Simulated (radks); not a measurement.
Results of a calculation; reference values are marked as such.
Q: Tm3+, configuration [Xe] 4f12. Level of theory: non-relativistic Kohn-Sham, LDA (Slater exchange, Perdew-Zunger correlation), spin-unpolarised, spherical densities, point nucleus; relativity is left out, which matters for an element this heavy (a radial shooting solver on a logarithmic mesh with Libxc functionals). Some entries of the table are withheld. Estimate them.

orbital,occ.,eigenvalue (Ry),<r> (bohr)
1s,2,-4047.435,0.02198
2s,2,-656.6480,(1)
2p,6,-627.5467,0.07890
3s,2,-148.3310,0.2386
3p,6,-135.0597,0.2283
3d,10,-110.2462,0.2012
4s,2,-30.26751,(2)
4p,6,-24.90532,0.5463
4d,10,-15.21910,0.5722
5s,2,-5.48503,1.305
5p,6,(3),1.454
4f,12,-3.01419,0.7189

A: 
(1) 2s <r> (bohr): 0.09319
(2) 4s <r> (bohr): 0.5360
(3) 5p eigenvalue (Ry): -4.01675
